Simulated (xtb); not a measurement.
C4H7BFN, SMILES CB(F)C=C=CN. All values are semi-empirical tight-binding results from xtb (GFN2-xTB unless named), good for trends rather than for accurate numbers. Geometry: GFN2-xTB. The structure was generated by enumeration; whether it is a known compound was not checked. The values are those of a single conformer.

Optimised geometry:

Bonds (Å): C1–B2 1.579, C1–H8 1.089, C1–H9 1.090, C1–H10 1.086, B2–F3 1.332, B2–C4 1.551, C4–C5 1.310, C4–H11 1.088, C5–C6 1.302, C6–N7 1.402, C6–H12 1.083, N7–H13 1.011, N7–H14 1.011. Angles (°): B2–C1–H8 111.0, B2–C1–H9 110.1, B2–C1–H10 112.9, H8–C1–H9 106.1, H8–C1–H10 108.5, H9–C1–H10 107.9, C1–B2–F3 118.2, C1–B2–C4 124.7, F3–B2–C4 117.1, B2–C4–C5 124.1, B2–C4–H11 118.0, C5–C4–H11 117.9, C4–C5–C6 176.0, C5–C6–N7 126.0, C5–C6–H12 119.7, N7–C6–H12 114.2, C6–N7–H13 113.0, C6–N7–H14 113.6, H13–N7–H14 111.8.

```
Property                                       Result
--------------------------------------  -------------
orbital gap                                   2.67 eV
dipole moment                                  2.91 D
zero-point energy                       65.7 kcal/mol
G − E(el) at 298.15 K (modified RRHO)   44.4 kcal/mol
static polarisability (D4 model)           68.8 bohr³
solvation energy, GFN2-xTB/ALPB(water)  -4.8 kcal/mol
solvation energy, GFN2-xTB/ALPB(chcl3)  -6.8 kcal/mol
```

Computed IR lines (harmonic; lines under 4 % of the strongest left out, lines within 3 cm⁻¹ merged):
ν (cm⁻¹): 326 (m), 427 (w), 726 (w), 769 (vs), 834 (m), 886 (w), 991 (w), 1099 (w), 1174 (vs), 1184 (s), 1221 (w), 1276 (s), 1381 (w), 1413 (vs), 1517 (m), 2046 (m), 2975 (m), 3009 (w), 3027 (w), 3062 (w) (against the strongest line: vs over 80 %, s over 45 %, m over 15 %, w over 4 %, vw less)

Computed atomic charges and the Wiberg bond orders between heavy atoms:
charges (e) C1 -0.20, B2 0.37, F3 -0.28, C4 -0.12, C5 -0.04, C6 0.01, N7 -0.28, H8 0.05, H9 0.05, H10 0.04, H11 0.05, H12 0.05, H13 0.15, H14 0.15. Bond orders C1–B2 1.03, B2–F3 1.07, B2–C4 1.03, C4–C5 1.88, C5–C6 1.83, C6–N7 1.09.
